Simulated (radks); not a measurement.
Results of a calculation; reference values are marked as such.
Excited configurations of Lu I: one electron is placed in a higher orbital outside [Xe] 4f14 6s2. The ground configuration is [Xe] 4f14 5d1 6s2. Code: a radial shooting solver on a logarithmic mesh with Libxc functionals. Model: scalar-relativistic Kohn-Sham, r2SCAN, spin-unpolarised, spherical densities, finite nucleus; meta-GGA in the generalised Kohn-Sham scheme; Fermi nuclear charge, rms radius 5.37 fm. Excitation = E - E(ground); binding = E(ion) - E, where the ion is the core of charge +1; n* = 1/sqrt(2 binding) in atomic units, and the quantum defect is n - n*.

outer orbital,excitation (eV),binding (eV),n*,quantum defect,eigenvalue (eV)
6p,0.838,4.251,1.789,4.211,-2.177
6d,3.714,1.375,3.146,2.854,-0.644
7s,2.852,2.237,2.466,4.534,-1.368
7p,3.481,1.608,2.908,4.092,-0.943
7d,4.264,0.825,4.060,2.940,-0.470
7f,4.684,0.405,5.796,1.204,-0.249

The Delta-SCF ionisation energy is 5.089 eV (NIST Atomic Spectra Database: 5.426 eV, measured). Self-interaction in the functional shifts the binding energies and quantum defects, so they are the method's values and not measured ones. Spin polarisation and multiplet splitting are left out, so open shells lie too high by an amount that depends on their filling. Spin-orbit splitting is averaged out at the scalar-relativistic level.

Beside tabulated values, note that spin-unpolarised runs miss the spin-polarisation part of the exchange energy of open shells.
